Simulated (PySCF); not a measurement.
# Reading the logs of faulty runs: AlClH4NSi

These are calculations, not measurements. The program is PySCF 2.14.0, an open-source quantum chemistry code, run on an isolated molecule that a program drew, which may never have been made. The molecule is AlClH4NSi (charge 0, doublet), drawn as the SMILES string `[SiH3][NH][Al][Cl]`.

Each row is a Hartree-Fock (HF) and frozen-core CCSD(T) single point in the cc-pV(D+d)Z basis, meant for a local HF minimum. Run 1 is clean. Each other run has one planted mistake out of seven kinds, and not every kind appears here: one electron removed, one electron added, multiplicity raised by two, geometry at a saddle point, minimal basis STO-3G, one bond length entered in bohr, all coordinates scaled. The reference is restricted for singlets and unrestricted otherwise, and also for a bond in bohr. Adding or removing an electron swaps singlet and doublet. Electrons count all cores. HOMO and LUMO are orbital energies over both spins, the gradient is its largest component, and the lowest frequency (negative if imaginary) is given only where the gradient is small. Bond lengths are over the 7 bonds as drawn. T1 is the CCSD diagnostic: over 0.02 (restricted) or 0.045 (unrestricted) a single reference is doubtful.

Geometry of the clean run:
```xyz
8
AlClH4NSi, angstrom
Si    1.5079    2.1558    0.0301
N     0.8379    1.3712   -1.3719
Al    1.3635    1.1926   -3.0626
Cl    3.2031    2.0821   -3.6558
H     1.7436    1.1846    1.1262
H     0.5873    3.1939    0.5545
H     2.7883    2.7850   -0.3480
H    -0.0433    0.9203   -1.1743
```

| run | electrons | basis functions | <S^2> | HOMO (eV) | LUMO (eV) | gradient (hartree/bohr) | lowest frequency (cm^-1) | mean bond (Å) | longest bond (Å) | T1 | HF (hartree) | CCSD(T) (hartree) | mistake |
|---|---|---|---|---|---|---|---|---|---|---|---|---|---|
| 1 | 55 | 103 | 0.753 | -8.93 | 0.70 | 1.7e-05 | 45 | 1.5857 | 2.128 | 0.0139 | -1047.25112 | -1047.76042 | no fault |
| 2 | 55 | 103 | 0.754 | -9.15 | 0.42 | 2.9e-02 | - | 1.6475 | 2.211 | 0.0152 | -1047.24031 | -1047.75426 | all coordinates scaled |
| 3 | 56 | 103 | 0.000 | -0.91 | 7.16 | 5.4e-02 | - | 1.5857 | 2.128 | 0.0143 | -1047.25277 | -1047.79541 | one electron added |
| 4 | 55 | 36 | 0.753 | -5.87 | 5.89 | 2.6e-02 | - | 1.5857 | 2.128 | 0.0149 | -1035.36669 | -1035.50949 | minimal basis STO-3G |
| 5 | 54 | 103 | 0.000 | -15.73 | -7.40 | 5.9e-02 | - | 1.5857 | 2.128 | 0.0174 | -1046.95002 | -1047.46368 | one electron removed |
| 6 | 55 | 103 | 1.497 | -9.01 | 0.75 | 2.1e-02 | - | 1.7140 | 2.128 | 0.0552 | -1047.11528 | -1047.62016 | ? |

**Which mistake was planted in run 6, and what did it cost?**

The mean bond changes by a factor of 1.081 and the longest by 1.000, so the molecule wasn't scaled as a whole. A length L in bohr read as angstrom grows by (1/0.5292 - 1) L = 0.890 L. The 7 bonds together grew by 7 x 0.1283 = 0.898 Å, which gives L = 1.009 Å. That is bond N2-H8, 1.009 Å in the clean geometry. So the mistake is: one bond length entered in bohr. Subtracting run 1 and multiplying by 627.51 kcal/mol a hartree, the energy moved by 85.2 kcal/mol in HF and 88.0 kcal/mol in CCSD(T).

Cautions from the logs. Run 6: T1 is over the limit, so its CCSD(T) energy is less reliable.
